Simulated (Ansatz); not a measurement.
Mo₃⁻, 3 atoms. Hardware: 4 threads of Intel Xeon 6975P-C on a shared host.

In the def2 sets Mo takes a core potential; there is no spin–orbit coupling.

(1) How many basis functions does each of these Ansatz runs have, and roughly what does it cost? r2SCAN-D4/def2-TZVPD, charge 0 singlet at the geometry of the charge -1 doublet, energy, from earlier orbitals; r2SCAN0-D4/def2-TZVPD, charge -1 quartet, energy, from earlier orbitals; ωB97X-V/def2-TZVPD, charge -1 doublet, energy, from earlier orbitals; PBE0-D4/def2-SVPD, charge -1 doublet, energy, from earlier orbitals; PBE-D4/def2-TZVPD, charge -1 quartet, energy, from earlier orbitals; r2SCAN-D4/def2-TZVPD, charge -1 doublet, energy, from earlier orbitals; PBE-D4/def2-TZVPD, charge 0 singlet at the geometry of the charge -1 doublet, energy, from earlier orbitals; B97M-V/def2-TZVPD, charge -1 quartet, energy, from earlier orbitals; r2SCAN-D4/def2-TZVPD, charge -1 quartet, energy, from earlier orbitals; HSE06-D4/def2-TZVPD, charge -1 quartet, energy, from earlier orbitals; ωB97M-V/def2-TZVPD, charge -1 quartet, energy, from earlier orbitals; ωB97M-V/def2-TZVPD, charge -1 doublet, energy, from earlier orbitals.

## Answers

(1) Other jobs shared the machine, so times can vary by a factor of up to 3. A dash marks memory too small to be measured apart from the calling script's.

```
                                                                                                           run  functions  fitting or Cholesky vectors  wall time  peak host memory (GiB)
   PBE-D4/def2-TZVPD, charge 0 singlet at the geometry of the charge -1 doublet, energy, from earlier orbitals        120                          924      0.7 s                       –
r2SCAN-D4/def2-TZVPD, charge 0 singlet at the geometry of the charge -1 doublet, energy, from earlier orbitals        120                          924      1.3 s                       –
                                           PBE-D4/def2-TZVPD, charge -1 quartet, energy, from earlier orbitals        120                          924      1.4 s                       –
                                         HSE06-D4/def2-TZVPD, charge -1 quartet, energy, from earlier orbitals        120                         1134      2.4 s                       –
                                           PBE0-D4/def2-SVPD, charge -1 doublet, energy, from earlier orbitals        102                         1026      3.2 s                       –
                                        r2SCAN-D4/def2-TZVPD, charge -1 doublet, energy, from earlier orbitals        120                          924        7 s                       –
                                        r2SCAN-D4/def2-TZVPD, charge -1 quartet, energy, from earlier orbitals        120                          924        7 s                       –
                                       r2SCAN0-D4/def2-TZVPD, charge -1 quartet, energy, from earlier orbitals        120                         1134      7.5 s                    0.58
                                          ωB97X-V/def2-TZVPD, charge -1 doublet, energy, from earlier orbitals        120                         1020       16 s                    0.72
                                           B97M-V/def2-TZVPD, charge -1 quartet, energy, from earlier orbitals        120                          924       16 s                    0.59
                                          ωB97M-V/def2-TZVPD, charge -1 quartet, energy, from earlier orbitals        120                         1005       17 s                     0.8
                                          ωB97M-V/def2-TZVPD, charge -1 doublet, energy, from earlier orbitals        120                         1005       33 s                     0.8
```
